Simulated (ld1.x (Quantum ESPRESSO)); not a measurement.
What the settings do to the TM potential of calcium

Base potential:

ld1.x (Quantum ESPRESSO) 7.5 input, shortened:

```
&input
   title='Ca', zed=20., rel=1, dft='WC', iswitch=3,
   config='[Ar] 3d0 4s2 4p0'
 /
 &inputp
   pseudotype=2, tm=.true., lloc=0,
   nlcc=.false.
 /
3
4P  2  1   0.00   0.00  4.20  4.20  0.0
3D  3  2   0.00   0.00  2.60  2.60  0.0
4S  1  0   2.00   0.00  3.45  3.45  0.0
 &test
   configts(1)='3d0 4s2 4p0'
 /
```

All-electron outer shells of the reference configuration (Wu–Cohen, scalar-relativistic, ld1.x):

```csv
shell,level (eV),outermost node (bohr),outermost maximum (bohr)
3s,-46.99,0.45,0.99
3p,-27.99,0.42,1.04
4s,-3.77,1.43,3.42
3d,-1.96,–,1.27
4p,-1.38,1.63,4.34
```

Cutoffs, loose and tight: the cutoffs (Ry, on a coarse ladder) from which the occupation-weighted sum of valence levels, in a spherical-Bessel basis at the reference potential, stays within 10 and 1 mRy of its value at 400 Ry. They do not see the model core or the augmentation charge, which bear on the density cutoff. Test errors are all-electron minus pseudo excitation energies from the reference, over the configurations 3d0 4s1 4p0; 3d0 4s1.5 4p0; 3d0 4s1 4p1; 3d0 4s0 4p1; 3d1 4s1 4p0; 3d0.5 4s1.5 4p0; 3d0 4s0 4p2. A dash means not determined; rows that change the core or the reference have their own tests. The largest error is taken over the tests solved by every variant that gives reliable tests at all: 3d0 4s0 4p1; 3d0 4s0 4p2; 3d0 4s1 4p0; 3d0 4s1 4p1; 3d0 4s1.5 4p0; 3d0.5 4s1.5 4p0.

For the base: The cutoffs count occupied waves only; the empty 3d level needs 30 Ry at the loose tolerance.

```tsv
change	outcome	cutoff, loose	cutoff, tight	bound ghosts	largest test error (meV)
base	generated	6 Ry	8 Ry	none	+288
all radii scaled by about 0.77 (s 2.64, p 3.22, d 2.00 bohr)	generated	6 Ry	10 Ry	none	+226
all radii scaled by about 0.86 (s 2.98, p 3.62, d 2.24 bohr)	generated	6 Ry	10 Ry	none	+382
all radii scaled by about 1.18 (s 4.06, p 4.94, d 3.06 bohr)	generated	6 Ry	8 Ry	none	+175
all radii scaled by about 1.27 (s 4.38, p 5.34, d 3.30 bohr)	generated	6 Ry	6 Ry	none	+163
all radii scaled by about 1.39 (s 4.80, p 5.86, d 3.62 bohr)	generated	6 Ry	6 Ry	none	+145
```

Problem. What comes out with this change to the base: all radii scaled by about 1.09 (s 3.76, p 4.58, d 2.84 bohr)?

Solution. outcome: generated; cutoff, loose: 6 Ry; cutoff, tight: 8 Ry; bound ghosts: none; largest test error (meV): +197.

Reading the sweep of the scale of all radii (base = 1) (base included, trends over the rows without a ghost): The loose cutoff stays near 6 Ry. The median size of the test errors (rows with all tests solved) falls from 13.4 meV at 0.77 to 8.0 meV at 1.27. This runs against the usual rule that a larger radius transfers worse; these runs do not show why.
